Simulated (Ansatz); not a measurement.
```yaml
crystal:
  periodic: [false, false, false]
  atoms:
    - {symbol: C, position_ang: [-0.790822, 0.187361, -0.937656]}
    - {symbol: N, position_ang: [0.200863, 0.995297, -1.129232]}
    - {symbol: Sn, position_ang: [1.063169, 0.253964, 0.603604]}
    - {symbol: N, position_ang: [-0.808493, -0.573911, 0.196896]}
    - {symbol: H, position_ang: [-1.619501, 0.118159, -1.651901]}
    - {symbol: H, position_ang: [1.135816, 1.165097, 2.045740]}
    - {symbol: H, position_ang: [2.355155, -0.856871, 0.498863]}
    - {symbol: H, position_ang: [-1.443988, -1.346198, 0.317788]}
basis:
  gaussian: {orbitals: def2-mTZVPP, fitting: {mean_field: cc-pVTZ-jkfit}}
hamiltonian: {xc: {name: CAM-B3LYP}}
```

```sh
$ ansatz run in.yaml --threads 2 --pin off --events-out ev --progress --plain --max-ram 4352MiB
```

(1) How does Ansatz answer? (Best estimate.)

Results:

(1) Ansatz gave: The program refused the input.
```
Functional definition: CAM-B3LYP
Error: <dir> the basis set cc-pVTZ-JKFIT has no functions for Sn
```
